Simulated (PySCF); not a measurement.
Solvent effects on NMR parameters

Molfile (atoms numbered from 1):
```
C7H9BN2
     RDKit          3D

 19 19  0  0  0  0  0  0  0  0999 V2000
    3.8494    0.8728   -0.3512 C   0  0  0  0  0  0  0  0  0  0  0  0
    2.6709    0.0359   -0.3971 C   0  0  0  0  0  0  0  0  0  0  0  0
    1.7407   -0.6395   -0.4391 N   0  0  0  0  0  0  0  0  0  0  0  0
    0.5026   -1.5508   -0.5013 B   0  0  0  0  0  0  0  0  0  0  0  0
   -0.8292   -0.7161   -0.1626 C   0  0  0  0  0  0  0  0  0  0  0  0
   -0.8715    0.6553    0.1377 C   0  0  0  0  0  0  0  0  0  0  0  0
   -2.0872    1.2750    0.4140 C   0  0  0  0  0  0  0  0  0  0  0  0
   -3.2486    0.5097    0.3856 C   0  0  0  0  0  0  0  0  0  0  0  0
   -3.1201   -0.8459    0.0789 C   0  0  0  0  0  0  0  0  0  0  0  0
   -1.9638   -1.4401   -0.1848 N   0  0  0  0  0  0  0  0  0  0  0  0
    4.5532    0.5682   -1.1396 H   0  0  0  0  0  0  0  0  0  0  0  0
    3.5678    1.9236   -0.5114 H   0  0  0  0  0  0  0  0  0  0  0  0
    4.3423    0.7779    0.6273 H   0  0  0  0  0  0  0  0  0  0  0  0
    0.5029   -1.9961   -1.6416 H   0  0  0  0  0  0  0  0  0  0  0  0
    0.7260   -2.4360    0.3139 H   0  0  0  0  0  0  0  0  0  0  0  0
    0.0501    1.2442    0.1560 H   0  0  0  0  0  0  0  0  0  0  0  0
   -2.1281    2.3427    0.6484 H   0  0  0  0  0  0  0  0  0  0  0  0
   -4.2286    0.9447    0.5942 H   0  0  0  0  0  0  0  0  0  0  0  0
   -4.0125   -1.4847    0.0467 H   0  0  0  0  0  0  0  0  0  0  0  0
  1  2  1  0
  2  3  3  0
  3  4  1  0
  4  5  1  0
  5  6  2  0
  6  7  1  0
  7  8  2  0
  8  9  1  0
  9 10  2  0
 10  5  1  0
  1 11  1  0
  1 12  1  0
  1 13  1  0
  4 14  1  0
  4 15  1  0
  6 16  1  0
  7 17  1  0
  8 18  1  0
  9 19  1  0
M  CHG  2   3   1   4  -1
M  END
```

GIAO PBE0/pcSseg-1 in PySCF 2.14.0 with density-fitted response routines on one PBE0-D3(BJ)/def2-SVP conformer, non-relativistic, equivalent nuclei averaged. Solvents enter as an IEF-PCM continuum (acetonitrile with ε = 35.7, dimethylsulfoxide with ε = 46.8) around the gas-phase geometry. Shifts are referred to TMS, BF3·OEt2 computed in the same medium.

Gas phase, δ in ppm: C5 180.2, C9 155.3, C7 138.0, C6 124.9, C8 122.3, C2 117.8, C1 2.1, B4 -26.0, H19 8.73, H17 7.36, H16 6.92, H18 6.75, H14/H15 3.50, H11/H12/H13 2.43. Dipole moment 8.81 D.

**Question.** How does each δ change in the continuum?

**Answer.** 
| atoms | environment | Δδ, acetonitrile | Δδ, dimethylsulfoxide |
| --- | --- | --- | --- |
| C5 | substituted aromatic carbon next to a ring nitrogen | +1.5 | +1.4 |
| C9 | aromatic CH next to a ring nitrogen | +0.8 | +0.8 |
| C7 | aromatic CH | +4.3 | +4.3 |
| C6 | aromatic CH | +4.6 | +4.7 |
| C8 | aromatic CH | +3.1 | +3.2 |
| C2 | nitrilium-type carbon | +9.8 | +9.9 |
| C1 | methyl carbon α to a nitrile | +0.9 | +0.9 |
| B4 | boron bonded to C, N, 2 H | +0.8 | +0.8 |
| H19 | hydrogen on an aromatic CH next to a ring nitrogen | -0.04 | -0.04 |
| H17 | hydrogen on an aromatic CH | +0.47 | +0.48 |
| H16 | hydrogen on an aromatic CH | +0.66 | +0.67 |
| H18 | hydrogen on an aromatic CH | +0.42 | +0.42 |
| H14/H15 | hydrogen on a boron bonded to C, N | -0.56 | -0.56 |
| H11/H12/H13 | hydrogen on a methyl carbon α to a nitrile | +0.38 | +0.38 |

Changes are relative to the gas phase. The dipole moment becomes 11.59 D in acetonitrile, 11.62 D in dimethylsulfoxide.

**Question.** Which nuclei move most (in ppm), and what does the model miss?

**Answer.** C2 (nitrilium-type carbon, +9.9 ppm) in dimethylsulfoxide. A continuum only polarises the solute; specific hydrogen bonds, the anisotropy of aromatic solvents and changes of geometry or conformer are outside it.
